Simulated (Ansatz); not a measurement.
Cost and result up the ladder for Co₂Si₅ (7 atoms). The state is a singlet with charge 0. Geometry: PBE-D4/def2-SVP.

```xyz
7

Co    0.875   -1.057    2.240
Co   -0.176    0.349   -0.866
Si    0.993    2.170   -0.625
Si   -0.378   -1.580   -1.858
Si   -2.116    0.946   -0.515
Si   -0.010   -1.540    0.442
Si    0.813    0.712    1.182
```

Ansatz on 4 threads of Arm Neoverse V2 on a shared host. Times are rough, and most runs start from the orbitals of an earlier one. PBE0-D4/def2-TZVP serves as the yardstick here, not as an exact answer. Binding counts from free atoms at the same level (Co quartet, Si triplet; other spins of the atoms weren't run), without zero-point energy or a counterpoise term.

No other spin state of charge 0 was run. Another isomer (quintet) lies 3.55 eV lower at PBE0-D4/def2-TZVP; other spin states weren't run for this one.

| level | functions | wall time | binding energy per atom (eV) | difference from PBE0-D4/def2-TZVP (eV) | remarks |
| --- | --- | --- | --- | --- | --- |
| LDA (SPW92)/def2-TZVP | 275 | 3.3 s | 3.99 | 1.47 | restricted, untested |
| PBE-D4/def2-TZVP (with forces) | 275 | 7 s | 3.31 | 0.79 | restricted, untested |
| r2SCAN-D4/def2-TZVP | 275 | 14 s | 2.98 | 0.46 | restricted, untested |
| PBE0-D4/def2-TZVP | 275 | 18 s | 2.52 | 0.00 | – |
| r2SCANh-D4/def2-TZVP | 275 | 22 s | 2.69 | 0.17 | – |
